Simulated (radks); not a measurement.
Question: Radial electron density D(r) = 4 pi r^2 rho(r) of an atom or ion with 57 electrons. All-electron calculation, Dirac Kohn-Sham, BLYP, spin-unpolarised, spherical densities, finite nucleus; Fermi nuclear charge, rms radius of each element as measured or else 0.836 A^(1/3) + 0.57 fm. Program: a radial shooting solver on a logarithmic mesh with Libxc functionals.

```
   r/bohr * D(r) (the largest magnitude, 99.9, reaches the edge; | marks zero)
 0.001569 |  *
 0.001827 |   *
 0.002127 |    *
 0.002456 |      *
 0.002859 |       *
 0.003302 |         *
 0.003844 |            *
 0.004439 |              *
 0.005168 |                  *
 0.006017 |                     *
 0.006949 |                         *
 0.008089 |                             *
 0.009342 |                                 *
  0.01088 |                                    *
  0.01266 |                                       *
  0.01462 |                                         *
  0.01702 |                                          *
  0.01966 |                                         *
  0.02289 |                                        *
  0.02664 |                                      *
  0.03077 |                                     *
  0.03582 |                                     *
  0.04137 |                                       *
  0.04816 |                                           *
  0.05562 |                                               *
  0.06475 |                                                    *
  0.07538 |                                                      *
  0.08705 |                                                    *
   0.1013 |                                                *
    0.117 |                                           *
   0.1363 |                                       *
   0.1586 |                                         *
   0.1832 |                                            *
   0.2133 |                                               *
   0.2463 |                                            *
   0.2867 |                                   *
   0.3311 |                         *
   0.3855 |                  *
   0.4488 |                *
   0.5183 |                  *
   0.6034 |                   *
   0.6968 |                 *
   0.8112 |             *
   0.9444 |        *
    1.091 |     *
     1.27 |    *
    1.466 |    *
    1.707 |   *
    1.987 |  *
    2.295 | *
    2.672 |*
    3.086 |*
    3.592 *
    4.149 *
     4.83 *
    5.623 *
    6.493 *
    7.559 *
     8.73 *
    10.16 *
```

What is the nuclear charge?

Answer: Z = 58. The innermost maximum, from 1s, lies near gamma/Z bohr with gamma = sqrt(1 - (Z/c)^2) = 0.906, here 0.0156 bohr (found: 0.0173), and its height grows with Z. The density is that of the cerium ion Ce+ in [Xe] 4f1 5d2; the configuration itself is not fixed sharply by these data, and Z only to a few units. D(r) has 4 maxima, at r = 0.0173, 0.0760, 0.213, 0.594 bohr, and minima at 0.0333, 0.141, 0.435 bohr, inside which lie 2.02, 11.18, 29.01 electrons.
